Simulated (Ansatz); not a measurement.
Reaction (formal hydrolysis of a B–N bond): `[OH][Zn][NH]B[SiH3]` + H₂O → `OB[SiH3]` + `[NH2][Zn][OH]`

Calculated with Ansatz (gas phase, PBE0-D4/def2-TZVP geometries, no zero-point term in ΔE). CCSD(T)/CBS is the MP2 limit (def2-TZVPP, def2-QZVPP) plus CCSD(T) − MP2 in def2-TZVPP, frozen cores. This one scheme is used for every species. Functionals use def2-TZVPP. For Zn outer-core shells are correlated without core-valence functions, which leaves a few kJ/mol of doubt a bond. Scalar relativity is left out up to krypton. One conformer a species, not always the lowest.

Q: Is it downhill or uphill in electronic energy at CCSD(T)/CBS, and by how much? (Estimate.)

A: The calculation gave: Uphill: ΔE = +24.6 kJ/mol.

Q: What do these levels give: revPBE-D4, r2SCAN-D4, B97M-V, PBE0-D4, r2SCANh-D4, CAM-B3LYP-D4, ωB97M-V, PBE, r2SCANh, CCSD/def2-SVP, SCS-MP2/def2-QZVPP, HF/CBS(def2)? (An estimate is asked.)

A: Computed: revPBE-D4 23.3, r2SCAN-D4 20.8, B97M-V 18.3, PBE0-D4 24.4, r2SCANh-D4 22.0, CAM-B3LYP-D4 14.1, ωB97M-V 20.1, PBE 15.0, r2SCANh 20.1, CCSD/def2-SVP 30.4, SCS-MP2/def2-QZVPP 18.4, HF/CBS(def2) 5.1 kJ/mol.

Largest T1 diagnostic among the species: 0.017.

From BLYP to BHLYP (50 % exact exchange), in def2-TZVPP and without D4, ΔE moves by +8.5 kJ/mol. In def2-TZVPP, CCSD(T) changes the Hartree–Fock value by +18.3 kJ/mol (the triples alone add +3.6 kJ/mol) and MP2 by +17.0 kJ/mol.
